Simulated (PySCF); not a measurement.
Working out the ionisation energy of O⁺

O⁺ [He] 2s2 2p3 (4S) → O²⁺ [He] 2s2 2p2 (3P). Calculation: PySCF 2.14, in x2c-QZVPPall with one added diffuse shell each of s, p, d, f type (8s5p4d3f1g, 73 functions); the spin-free X2C one-electron Hamiltonian (Gaussian nucleus). Frozen: nothing. Energies in hartree (1 hartree = 27.21139 eV):

| part | O⁺ (lower) | O²⁺ (upper) |
| --- | --- | --- |
| UHF | -74.429557 | -73.159151 |
| MP2 opposite-spin | -0.095557 | -0.087325 |
| MP2 same-spin | -0.034018 | -0.016521 |

Q: What does Hartree-Fock give?

A: (-73.159151) − (-74.429557) = 1.270406 hartree = 34.570 eV.

Q: What do MP2 and SCS-MP2 (6/5 opposite-spin, 1/3 same-spin) give?

A: The opposite-spin parts differ by 0.224 eV and the same-spin parts by 0.476 eV. MP2: 34.570 + (0.224) + (0.476) = 35.270 eV. SCS-MP2: 34.570 + 1.2 × (0.224) + (0.476)/3 = 34.997 eV.

A first-order spin-orbit estimate adds -0.028 eV to MP2 (valence and next inner shell), giving 35.242 eV against 35.121 eV (measured; NIST Atomic Spectra Database, ionization energies).

What remains against the reference includes basis incompleteness and correlation beyond second order.
